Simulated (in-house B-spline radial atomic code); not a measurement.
Radial electron density of P4+, [Ne] 3s1. Method: scalar-relativistic (X2C) B3LYP, spin-polarised, spherical fractional occupations, exact exchange averaged over the configuration, Fermi nucleus of rms radius 3.1889 fm. Calculated with a radial B-spline atomic code at the basis-set limit.

Columns: r (bohr), 4πr²n(r) (electrons per bohr), bar.

```
 0.00387   0.4062 #
 0.00462   0.5606 #
 0.00551   0.7694 ##
 0.00658    1.053 ###
 0.00786    1.434 ####
 0.00938    1.936 #####
  0.0112    2.595 #######
  0.0134    3.453 #########
   0.016    4.526 ############
  0.0191    5.844 ###############
  0.0228    7.417 ###################
  0.0272    9.213 ########################
  0.0325    11.18 #############################
  0.0388    13.17 ##################################
  0.0463    14.98 #######################################
  0.0553    16.36 ##########################################
   0.066    17.05 ############################################
  0.0789    16.86 ############################################
  0.0942    15.78 #########################################
   0.112    14.11 ####################################
   0.134    12.27 ################################
    0.16    11.01 ############################
   0.191    10.86 ############################
   0.229    11.98 ###############################
   0.273     13.8 ####################################
   0.326    15.41 ########################################
   0.389    15.78 #########################################
   0.465    14.34 #####################################
   0.555    11.36 #############################
   0.663    7.723 ####################
   0.792    4.511 ############
   0.945    2.406 ######
    1.13    1.381 ####
    1.35    1.006 ###
    1.61   0.7914 ##
    1.92   0.5307 #
    2.29   0.2697 #
    2.74  0.09562 
    3.27  0.02308 
    3.91 0.003442 
    4.67 0.0002998 
    5.57 1.426e-05
```

On this grid the curve has 2 maxima, near 0.066, 0.389 bohr.

The 2p up radial function P(r) = rR(r), positive near the nucleus:

```
r (bohr)         P
 0.00387  0.001701
 0.00551  0.003347
 0.00786  0.006598
  0.0112   0.01291
   0.016   0.02519
  0.0228   0.04829
  0.0325   0.09087
  0.0463    0.1662
   0.066    0.2927
  0.0942    0.4895
   0.134    0.7577
   0.191     1.067
   0.273     1.321
   0.389     1.377
   0.555     1.153
   0.792    0.7262
    1.13    0.3124
    1.61   0.08016
    2.29  0.009906
```
